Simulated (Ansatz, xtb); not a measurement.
**Two isomers of C6H9ClF+**

Structure X is `C[C+]1C[C@@H](F)[C@H](Cl)C1`, a singlet and structure Y is `C[C+]1CC[C@](F)(Cl)C1`, a singlet. Both are isolated ions in the gas phase, relaxed with B3LYP/def2-SVP, each in the lowest conformer that the search found.

Energies in hartree; the thermal terms are from GFN2-xTB frequencies at re-optimised GFN2-xTB minima (ideal gas, soft modes damped towards free rotors, one conformer each, 298.15 K, 1 atm) and include the zero-point energy:

```
                              X           Y
E, CCSD(T)/def2-SVP  −791.939739  −791.941153
    E, MP2/def2-SVP  −791.826008  −791.828023
  E, MP2/def2-TZVPP  −792.654763  −792.655561
  zero-point energy     0.131494     0.131458
       H(298 K) − E     0.141098     0.141074
       G(298 K) − E     0.097473     0.097732
```

Correct the CCSD(T) difference for the basis set by the MP2 change, then work out ΔE, ΔE₀, ΔH and ΔG for X → Y in kcal/mol (1 Eh = 627.51 kcal/mol) and the equilibrium ratio [Y]/[X].

1. Differences Y − X: CCSD(T) −0.001414, MP2 in the small set −0.002015, MP2 in the large set −0.000798 Eh.
2. ΔE = −0.001414 + (−0.000798 − (−0.002015)) = −0.000197 Eh = −0.12 kcal/mol.
3. ΔE₀ = ΔE + ΔZPE = −0.000197 + (−0.000036) Eh = −0.15 kcal/mol.
4. ΔH = ΔE + (−0.000024) Eh = −0.14 kcal/mol.
5. ΔG = ΔE + (+0.000259) Eh = +0.04 kcal/mol, so ΔS = (ΔH − ΔG)/T = −2.5 J/(mol K).
6. kT = 0.9442 mEh, so K = [Y]/[X] = exp(−ΔG/kT) = exp(−0.07) ≈ 0.94.

The two are too close for this level to say which is favoured. An error of 1 kcal/mol in ΔG would change K by a factor of 5.4. Mirror images and further conformers aren't counted.

As drawn, both hold the same kinds of bond in the same numbers.

Other levels gave ΔE = −1.9 (GFN2-xTB); −3.9 (HF/STO-3G, GFN2-xTB geometries); −2.3 (r2SCAN-D4/def2-SVP, GFN2-xTB geometries); −1.6 (B3LYP/def2-SVP); +1.2 (HF/def2-SVP); −1.3 (MP2/def2-SVP); −0.9 (CCSD(T)/def2-SVP) kcal/mol. The correlated steps freeze 12 core orbitals. Programs: Ansatz 0.2.0, xtb 6.7.1.
